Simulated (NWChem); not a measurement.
Molecule: NbHOF$_{4}$; SMILES [F][Nb]([F])([F])([OH])[F]

```xyz
7

Nb     0.0000     0.0000    -0.0088
F      1.4708    -1.1407     0.0511
F      0.2525     1.8441     0.0511
F     -1.7233    -0.7034     0.0511
F      0.0000     0.0000     1.8806
O      0.0000     0.0000    -1.8860
H      0.0000     0.0000    -2.8552
```
Atoms are numbered in this order, from 1.

Computed with NWChem. Geometry: optimised at PBE-D3(BJ)/def2-SVP. No frequency run checked for a minimum. def2 effective core potentials on Nb; no spin-orbit coupling. Total energies compare along this basis series because the functional is fixed.

```tsv
level	basis functions	energy (Ha)	highest occupied level (eV)	orbital gap (eV)	dipole (D)
PBE/def2-SVP	106	-531.7021	-8.71	5.37	3.47
PBE/def2-SVPD	157	-531.7384	-9.04	5.34	3.39
PBE/def2-TZVP	201	-532.2929	-8.91	5.39	3.41
PBE/def2-TZVPP	225	-532.3032	-8.87	5.43	3.35
```
